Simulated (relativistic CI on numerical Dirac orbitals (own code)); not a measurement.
One change at a time: Ho26+

Base calculation: Dirac-Coulomb-Breit CI, orbitals from a KLI potential per configuration, QED by a radiative potential, unscaled Slater integrals.

Configuration list (outside the closed core [Ar] 3d10): 4s²4p⁶4d⁵, 4s²4p⁵4d⁶, 4s²4p⁶4d⁴4f, 4s4p⁶4d⁵4f, 4p⁶4d⁷, 4p⁵4d⁸, 4s²4p⁶4d³5s², 4s²4p⁶4d²4f5s², 4s4p⁶4d³4f5s². Double excitations out of closed p, d and f shells are left out; levels of such configurations are missing from the list, as are those of other unlisted configurations, and high levels can miss mixing partners.

The lowest level and the first level of each name with at least 55 % of one term (blank where a level has no safe partner in the second run):

```
            Level  Base (cm⁻¹)  Shift (cm⁻¹)
  4s²4p⁶4d⁵ ⁶S5/2            0             0
  4s²4p⁶4d⁵ ⁴P1/2       112442           +46
 4s²4p⁶4d⁵ ²I11/2       158905          -330
  4s²4p⁶4d⁵ ⁴D1/2       169260          -238
 4s²4p⁶4d⁵ ²I13/2       174443          -360
  4s²4p⁶4d⁵ ²G7/2       204458          -344
  4s²4p⁶4d⁵ ⁴F5/2       205938          +257
  4s²4p⁶4d⁵ ²G9/2       244592          +225
 4s²4p⁶4d⁵ ²H11/2       263477           +78
  4s²4p⁶4d⁵ ²P3/2       295412          +467
  4s²4p⁶4d⁵ ²P1/2       339765          +187
4s²4p⁵4d⁶ ⁶F°11/2      1096711        +10730
 4s²4p⁵4d⁶ ⁶F°9/2      1161800        +12809
4s²4p⁵4d⁶ ⁴H°13/2      1188801        +15873
4s²4p⁵4d⁶ ⁴I°15/2      1221095        +13533
```

At this charge energies of transitions that change n are usually good to better than 1 %, and those within a shell (Δn = 0) to a few per cent. Terms inside the open d or f shell come out 10 to 20 % too wide with unscaled integrals.

Question: One thing was changed in a second run, which moved the levels as shown. Which?
A. P86 correlation estimate
B. Breit term removed
C. QED terms removed
D. non-relativistic limit
E. configuration mixing switched off

Answer: E. Configuration mixing switched off. Without mixing, levels that were pushed by configurations of the same parity and J return to their single-configuration places.

LS names give the leading component of a level, which can be under half, so a name can repeat, a term be missing and a line seem to break the LS rules.
